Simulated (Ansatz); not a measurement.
Calculated with Ansatz (gas phase, PBE0-D4/def2-TZVP geometries, no zero-point term in ΔE). CCSD(T)/CBS adds triple-zeta CCSD(T) − MP2 to the extrapolated MP2 energy (def2 sets, frozen cores). This one scheme is used for every species. Functionals use def2-TZVPP. B3LYP here is the variant with VWN-RPA as its local correlation; programs differ in this. HSE06 is defined as in plane-wave codes. For Ga outer-core shells are correlated without core-valence functions, which leaves a few kJ/mol of doubt a bond. Scalar relativity is left out up to krypton.

Consider the cleavage of the Ga–P bond: `[PH2][GaH2]` + `[OH][AlH2]` → `[AlH2][O][GaH2]` + PH₃.

(1) Is it downhill or uphill in electronic energy at CCSD(T)/CBS, and by how much? (An estimate is asked.)

(2) What do these levels give: BLYP-D4, B3LYP-D4, r2SCAN0-D4, HSE06-D4, BLYP, r2SCAN, HSE06, HF/def2-SVP, CCSD(T)/def2-TZVPP, MP2/def2-QZVPP, SCS-MP2/def2-QZVPP, HF/CBS(def2)? (An estimate is asked.)

Largest T1 diagnostic among the species: 0.015.

## Answers

(1) Ansatz gave: Downhill: ΔE = -7.7 kcal/mol.

(2) Computed: BLYP-D4 -8.3, B3LYP-D4 -8.4, r2SCAN0-D4 -7.0, HSE06-D4 -5.2, BLYP -8.4, r2SCAN -7.3, HSE06 -5.3, HF/def2-SVP -14.4, CCSD(T)/def2-TZVPP -9.2, MP2/def2-QZVPP -8.6, SCS-MP2/def2-QZVPP -10.1, HF/CBS(def2) -12.3 kcal/mol.

From BLYP to BHLYP (50 % exact exchange), in def2-TZVPP and without D4, ΔE moves by −1.1 kcal/mol. In def2-TZVPP, CCSD(T) changes the Hartree–Fock value by +2.7 kcal/mol (the triples alone add +0.3 kcal/mol) and MP2 by +2.6 kcal/mol. At CCSD(T), def2-SVP lies −5.7 kcal/mol from the extrapolated value and def2-TZVPP −1.5 kcal/mol.
